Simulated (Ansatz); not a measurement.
**Abstraction of F: Si2H3F3 + InHF → Si2H3F2 + InHF2**

Species: Si2H3F3 `F[SiH2][SiH](F)F`, singlet; InHF `[F][InH]`, doublet; Si2H3F2 `F[SiH][SiH2]F`, doublet; InHF2 `[F][InH][F]`, singlet. A radical takes F: the energy is the difference in strength between the Si–F bond broken and the In–F bond made.

Shapes, held fixed at every level: PBE0-D4/def2-TZVP. Flexible molecules stand in one conformer, not always the lowest. Programs: Ansatz 0.2.0. Electronic energies: no zero-point or thermal term.

| level | kind | ΔE (kJ/mol) | less CCSD(T)/def2-TZVPP |
| --- | --- | --- | --- |
| HF/def2-TZVPP | Hartree–Fock | +186.2 | +7.0 |
| PBE-D4/def2-TZVPP | GGA | +167.0 | -12.2 |
| r2SCAN-D4/def2-TZVPP | meta-GGA | +174.7 | -4.5 |
| B3LYP-D4/def2-TZVPP | global hybrid | +183.1 | +3.9 |
| wB97X-V/def2-TZVPP | range-separated hybrid | +171.3 | -7.9 |
| B2PLYP/def2-TZVPP | double hybrid | +181.5 | +2.3 |
| CCSD/def2-TZVPP | coupled cluster or CI | +182.2 | +3.0 |
| CCSD(T)/def2-TZVPP | coupled cluster or CI | +179.2 | 0.0 |

The highest level, CCSD(T)/def2-TZVPP, gives ΔE = +179.2 kJ/mol; the levels span +167.0 to +186.2. The column of differences is taken from that level and isn't an error. No measured value is set beside it here. Open shells run unrestricted. For atoms past krypton def2 sets carry core potentials with scalar relativity. Outer-core shells of In are correlated in most correlated rows, in sets that cover them unevenly.
